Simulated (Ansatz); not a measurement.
`P[TeH]` + `[OH][SbH2]` → `P[O][SbH2]` + H₂Te at 600 K and 1 bar (ligand exchange at a P–Te bond).

Isolated molecules relaxed with PBE0-D4/def2-TZVP in Ansatz; ΔE leaves out vibrations. CCSD(T)/CBS is the MP2 limit (def2-TZVPP, def2-QZVPP) plus CCSD(T) − MP2 in def2-TZVPP, frozen cores. def2 core potentials past Kr. For Sb, Te outer-core shells are correlated without core-valence functions, which leaves a few kJ/mol of doubt a bond. Each species was taken in one conformer, which may not be the lowest.

```
     species  CCSD(T)/CBS energy (Eh)  H − E (kJ/mol)  S (J/(mol·K))
    `P[TeH]`               -610.46278            98.4          337.9
`[OH][SbH2]`               -316.98030           103.5          324.2
`P[O][SbH2]`               -658.51611           139.6          405.2
        H₂Te               -268.91024            52.9          255.0
```

H − E and S are ideal-gas, rigid-rotor, harmonic terms from PBE0-D4/def2-TZVP, for one conformer and one mirror image of each species. 1 Eh = 2625.50 kJ/mol, R = 8.31446 J/(mol·K).

Question: By hand: ΔE, ΔH, ΔS and ΔG.

Answer: ΔE = (-658.51611) + (-268.91024) − (-610.46278) − (-316.98030) = 0.01673 Eh = 43.9 kJ/mol. Δ(H − E) = 139.6 + 52.9 − 98.4 − 103.5 = -9.4, so ΔH = 34.5 kJ/mol. ΔS = 405.2 + 255.0 − 337.9 − 324.2 = -1.9 J/(mol·K). ΔG = 34.5 − 600 × (-1.9)/1000 = 35.6 kJ/mol.

Question: By hand: the equilibrium constant, and the temperature at which ΔG would vanish if ΔH and ΔS stayed fixed.

Answer: log₁₀ K = −ΔG/(RT ln 10) = -3.1. ΔH and −TΔS have one sign here, so there is no such temperature.

The number of gas molecules stays the same, so ΔS is small and ΔH decides. A doubt of 5 kJ/mol in ΔE shifts log₁₀ K by 0.4 here. Other conformers and mirror images would add mixing entropy, several J/(mol·K) or more a flexible species. Modes under 60 cm⁻¹, often nearly free rotors, make the harmonic entropy too high. These are equilibria of isolated gas molecules and say nothing of rates. Largest T1 diagnostic: 0.015 (customary marks: 0.02 for closed shells, 0.045 for open ones).

ΔS is within the doubt of such terms, so its sign, and with it that verdict, could turn.
